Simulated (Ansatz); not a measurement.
Consider the substitution at a C–C bond: `C=CC(C)(F)Cl` + `B[SeH]` → `B[Se]C=C` + `CC(F)Cl`.

Calculated with Ansatz (gas phase, PBE0-D4/def2-TZVP geometries, no zero-point term in ΔE). CBS: MP2 limit from def2 TZ/QZ plus the TZ coupled-cluster correction, frozen cores. DFT in def2-TZVPP. B3LYP here is the variant with VWN-RPA as its local correlation; programs differ in this. For Se outer-core shells are correlated without core-valence functions, which leaves a few kJ/mol of doubt a bond. Scalar relativity is left out up to krypton. One conformer a species, not always the lowest.

```
             level  ΔE (kJ/mol)  difference from CCSD(T)/CBS
            PBE-D4          5.6                         -6.8
         r2SCAN-D4         11.2                         -1.2
           PBE0-D4          9.4                         -3.0
          B3LYP-D4          9.1                         -3.3
           ωB97M-V         15.1                          2.7
               PBE          3.3                         -9.1
            r2SCAN         10.4                         -2.0
              PBE0          7.3                         -5.1
             B3LYP          5.8                         -6.6
     HF/def2-TZVPP         13.8                          1.4
    MP2/def2-TZVPP          9.2                         -3.2
   CCSD/def2-TZVPP         12.8                          0.4
CCSD(T)/def2-TZVPP         12.1                         -0.3
     HF/def2-QZVPP         13.3                          0.9
     MP2/CBS(def2)          9.5                         -2.9
    CCSD/CBS(def2)         13.1                          0.7
       CCSD(T)/CBS         12.4                            0
```

Largest T1 diagnostic among the species: 0.013.

From PBE to PBE0 (25 % exact exchange), in def2-TZVPP and without D4, ΔE moves by +4.1 kJ/mol. The D4 term adds +3.3 kJ/mol with B3LYP and +2.1 kJ/mol with PBE0; it sums over pairs of atoms, weighted by their polarisabilities, and B3LYP, whose exchange is more repulsive, gets the larger term.
